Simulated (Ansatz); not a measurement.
BrHZn, SMILES `[ZnH][Br]`, relaxed with RKS PBE0-D4/def2-TZVP in Ansatz 0.2.0 from a PBE-D4/def2-SVP geometry. The force threshold is 0.005 eV/Å; the program also tests the step.

Charge 0, multiplicity 1.

Start:

```xyz
3

Zn   -0.053   -0.223   -0.071
Br    0.442    1.869    0.598
H    -0.389   -1.646   -0.527
```

Q: How much energy does the relaxation release, and in how many steps? (Best estimate.)

A: The calculation gave: 0.02 kcal/mol, in 2 steps.

Q: Which bonds change most? (An estimate is asked.)

A: Computed: Zn1–Br2 from 2.251 to 2.242 Å; Zn1–H3 from 1.532 to 1.524 Å.

Q: Give the relaxed structure. (Estimate.)

A: Computed: 
```xyz
3

Zn   -0.053   -0.222   -0.071
Br    0.440    1.861    0.595
H    -0.388   -1.638   -0.524
```
